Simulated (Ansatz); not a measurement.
C2H8NO2Y, SMILES `C[O][Y]([NH2])[O]C`, relaxed with RKS PBE0-D4/def2-TZVP in Ansatz 0.2.0 from a GFN2-xTB geometry. The force threshold is 0.005 eV/Å; the program also tests the step.

Total charge 0; spin multiplicity 1. Y takes the def2 core potential.

Start:

```xyz
14

C    -1.647    0.043   -0.894
O    -1.287    1.051    0.008
Y     0.615    1.389    0.287
N     1.484    1.450   -1.631
O     1.270   -0.312    1.003
C     0.638   -1.073    1.997
H    -1.762    0.448   -1.914
H    -0.912   -0.790   -0.916
H    -2.617   -0.368   -0.583
H     0.778    1.475   -2.374
H     2.015    0.583   -1.776
H     0.860   -0.691    3.005
H    -0.455   -1.104    1.856
H     1.019   -2.101    1.932
```

| step | energy (eV) | largest force (eV/Å) | largest move (Å) |
| --- | --- | --- | --- |
| 1 | -8828.4521 | 2.353 | 0.000 |
| 2 | -8828.7968 | 0.676 | 0.195 |
| 3 | -8828.9340 | 0.731 | 0.193 |
| 4 | -8829.0562 | 0.238 | 0.200 |
| 5 | -8829.1427 | 0.500 | 0.191 |
| 6 | -8829.2145 | 0.217 | 0.199 |
| 7 | -8829.2523 | 0.713 | 0.197 |
| 8 | -8829.3227 | 0.404 | 0.200 |
| 9 | -8829.3772 | 0.176 | 0.194 |
| 10 | -8829.4043 | 0.513 | 0.194 |
| 11 | -8829.4520 | 0.111 | 0.200 |
| 14 (rejected) | -8829.4843 | 0.509 | 0.101 |
| 17 | -8829.5071 | 0.117 | 0.105 |
| 20 | -8829.5087 | 0.003 | 0.018 |
| 23 | -8829.5088 | 0.011 | 0.009 |
| 26 | -8829.5088 | 0.009 | 0.007 |
| 29 | -8829.5088 | 0.013 | 0.013 |
| 32 | -8829.5089 | 0.021 | 0.021 |
| 35 | -8829.5089 | 0.023 | 0.008 |
| 38 | -8829.5091 | 0.013 | 0.017 |
| 41 (rejected) | -8829.4954 | 0.475 | 0.184 |
| 44 | -8829.5092 | 0.006 | 0.021 |
| 47 | -8829.5092 | 0.002 | 0.003 |

End:

```xyz
14

C    -2.772    0.198   -1.503
O    -1.454    0.259   -1.083
Y     0.435    0.281   -0.337
N     1.939    1.291   -1.503
O     1.030   -0.555    1.415
C     1.323   -1.160    2.625
H    -3.049    1.088   -2.084
H    -2.948   -0.677   -2.142
H    -3.466    0.129   -0.654
H     1.809    1.759   -2.392
H     2.921    1.395   -1.272
H     1.701   -0.432    3.355
H     0.439   -1.640    3.066
H     2.094   -1.934    2.508
```

Run time 96 s (2 threads of an AMD EPYC 7R13 on a shared host and a share of an NVIDIA H100 80 GB); peak host memory 0.92 GiB.
